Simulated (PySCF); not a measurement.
SMILES OCCc1ccccc1, GFN2-xTB optimised geometry. Atoms within 1.6 Å of the plane z = 0.6 Å (x, y, z in Å): O1 (1.92, -2.93, 0.06), C2 (1.38, -1.63, 0.00), C3 (-0.16, -1.63, 0.00), C4 (-0.68, -0.23, 0.00), C5 (-0.87, 0.46, 1.20), C6 (-1.31, 1.77, 1.20), C7 (-1.57, 2.41, 0.00), H10 (1.61, -3.43, -0.70), H11 (1.74, -1.10, -0.89), H12 (1.75, -1.12, 0.89), H13 (-0.51, -2.17, -0.89), H14 (-0.50, -2.17, 0.89), H15 (-0.67, -0.05, 2.13), H16 (-1.46, 2.28, 2.13), H17 (-1.92, 3.43, 0.00).

Method: CAM-B3LYP/def2-SVP run with PySCF 2.14.0.

Map of the electron localisation function on the plane z = 0.6 Å:

```
|                         |
|                         |
|      :*#-               |
|     .#@@#.              |
|     .#@@#:              |
|      =%%*-:.            |
|     .:+++*=:            |
|     :-*%@@*:            |
|     :=#@%#=.            |
|      :=+=+=.            |
|       .-+=+=:           |
|       .-*#%#-           |
|       .+%@@#:  -:       |
|       :=#*+=  #@%-      |
|       .:-=*=.=@@@*      |
|          =*++*@@@:      |
|         =@@%+++*:       |
|         #@@@::-=--.     |
|         +@@# .#%%#=     |
|         .=+  +@@@%+     |
|              =#%#*:     |
|               :--.      |
|                         |
|                         |
|                         |
```
Scale: ten equal steps from 0.000 (start of ' ') to 0.994 (end of '@'), in the order ' .:-=+*#%@'; x runs from -5.50 to 5.50, y from -5.50 (bottom) to 5.50 (top).
